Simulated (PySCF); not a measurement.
CH10FNSi3, SMILES N([SiH3])([SiH3])[Si@@H](F)C.

Geometry: TPSSh-D3(BJ)/def2-SVP. The structure was generated by enumeration; whether it is a known compound was not checked. Other conformers were not sampled.

All values below come from TPSSh-D3(BJ)/def2-SVP (PySCF).

Frequencies are harmonic and unscaled.

Computed vibrational spectrum:
```
mode  ν (cm⁻¹)  IR (km/mol)   moving atoms (share of kinetic energy)
----  --------  -----------  ---------------------------------------
1           26          0.7          Si 33 %, F 25 %, C 22 %, H 20 %
2           91          0.4                    H 67 %, C 14 %, N 9 %
3          117          2.7                  H 34 %, Si 32 %, F 22 %
4          125          0.3                  H 55 %, Si 19 %, N 16 %
5          148          0.4                          H 81 %, Si 10 %
6          156          0.4                   H 55 %, Si 32 %, F 9 %
7          162          0.2                   H 61 %, Si 25 %, N 9 %
8          225          4.3  F 29 %, H 25 %, N 18 %, C 15 %, Si 13 %
9          276          8.4  Si 26 %, F 24 %, N 21 %, H 18 %, C 11 %
10         315         11.6          Si 47 %, F 21 %, H 20 %, N 10 %
11         484          2.1                          Si 80 %, H 15 %
12         663          1.9                  H 60 %, C 19 %, Si 12 %
13         668          0.1                          H 79 %, Si 13 %
14         688          0.4                          H 90 %, Si 10 %
15         697          2.9                  H 67 %, Si 19 %, C 10 %
16         718         29.0                                   H 81 %
17         740          4.2                           H 76 %, C 12 %
18         768        138.1                  H 49 %, Si 25 %, C 17 %
19         824         54.1                  H 51 %, F 32 %, Si 11 %
20         881        189.4          H 37 %, Si 30 %, F 18 %, N 10 %
21         919        159.6                          H 70 %, Si 14 %
22         951         62.9                                   H 96 %
23         954        598.7                          H 78 %, Si 14 %
24         960        169.9                                   H 94 %
25         972         60.2                                   H 96 %
26         978        142.9                                   H 88 %
27        1000        462.4                  N 43 %, H 41 %, Si 16 %
28        1003         41.7                           N 49 %, H 43 %
29        1035         51.9                  H 59 %, N 29 %, Si 11 %
30        1288         37.3                           H 77 %, C 22 %
31        1446          1.7                                   H 96 %
32        1448          3.3                                   H 96 %
33        2244         28.4                                   H 96 %
34        2246        104.7                                   H 98 %
35        2250        120.1                                   H 96 %
36        2258        192.1                                   H 97 %
37        2265        123.5                                   H 96 %
38        2268         91.7                                   H 97 %
39        2277        156.7                                   H 97 %
40        3030          1.2                                   H 97 %
41        3123          5.6                            H 91 %, C 9 %
42        3131          4.2                            H 91 %, C 9 %
```
